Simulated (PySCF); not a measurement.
C8H7Cl, SMILES c1cccc(Cl)c1C=C (GFN2-xTB optimised geometry):

```
16

C     -2.299    -1.891     0.000
C     -0.978    -1.758     0.000
C     -0.230    -0.507     0.000
C     -0.859     0.741     0.000
C     -0.141     1.919     0.000
C      1.244     1.888     0.000
C      1.900     0.670     0.000
C      1.171    -0.507     0.000
Cl     2.064    -1.993     0.000
H     -2.757    -2.865     0.000
H     -2.978    -1.055     0.000
H     -0.368    -2.651     0.000
H     -1.937     0.782     0.000
H     -0.661     2.865     0.000
H      1.814     2.805     0.000
H      2.978     0.628     0.000
```

Level of theory: PySCF with CAM-B3LYP/def2-TZVP.

What are the frontier orbital energies and the dipole moment?

HOMO-2 -10.24 eV, HOMO-1 -8.52 eV, HOMO -7.89 eV, LUMO -0.31 eV, LUMO+1 0.60 eV; dipole moment 1.59 D.

On the same geometry PBE/def2-TZVP (PySCF 2.14.0) gives HOMO-2 -7.41 eV, HOMO-1 -6.28 eV, HOMO -5.80 eV, LUMO -2.21 eV, LUMO+1 -1.39 eV; dipole moment 1.44 D.

Meta-Löwdin charges at CAM-B3LYP/def2-TZVP: C1 -0.25, C2 -0.11, C3 0.00, C4 -0.11, C5 -0.12, C6 -0.11, C7 -0.12, C8 0.01, Cl9 -0.06, H10 0.13, H11 0.11, H12 0.13, H13 0.12, H14 0.12, H15 0.12, H16 0.13.
